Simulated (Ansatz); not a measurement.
Bend profile

GaH₃S (SMILES [SH][GaH2]), singlet, at its PBE0-D4/def2-TZVP minimum:

```
5
angstrom
S 0.0390 -1.4533 0.6844
Ga -0.3293 0.4332 -0.3834
H 1.2638 -1.1084 1.1133
H -1.7112 0.5325 -1.0979
H 0.7875 1.5224 -0.3578
```

The angle H5–Ga2–H4 (126.7° at the minimum) is set to the values below, H5, with anything bonded beyond it, turning rigidly in the plane of the angle. Each method's energies count from its own value at the PBE0-D4 minimum structure. Computed with Ansatz 0.2.0 (basis: def2-TZVPP); correlated methods freeze the cores. Filled d shells of the heavier atoms are correlated. The def2 sets are not built for correlating such inner shells, so the correlated values are less sure here. B3LYP uses VWN-RPA correlation.

CCSD(T) energies along the scan:
| angle (°) | CCSD(T) (eV) |
| --- | --- |
| 102.7 | 0.286 |
| 108.7 | 0.158 |
| 114.7 | 0.069 |
| 120.7 | 0.016 |
| 126.7 | 0.000 |
| 132.7 | 0.021 |
| 138.7 | 0.081 |
| 144.7 | 0.181 |
| 150.7 | 0.326 |
They count from the CCSD(T) energy at the PBE0-D4 minimum.

Minimum and curvature along this coordinate at CCSD(T): A fifth-order fit through the nearest points gives 126.3°, with a curvature of about 1 meV/deg².

Largest difference from the CCSD(T) curve over the scan: r2SCAN-D4 0.018; PBE0-D4 0.018; B3LYP-D4 0.011; wB97M-V 0.010 eV. Each curve counts from its own value at the minimum.

No T1 diagnostic of these runs exceeds 0.015.

For scale, one of the runs: CCSD(T)/def2-TZVPP, 132 basis functions (an equivalent command: `ansatz run in.yaml --threads 2`). Hardware: 2 CPU threads, shared host. Wall time 8.5 s; peak host memory 0.65 GiB.
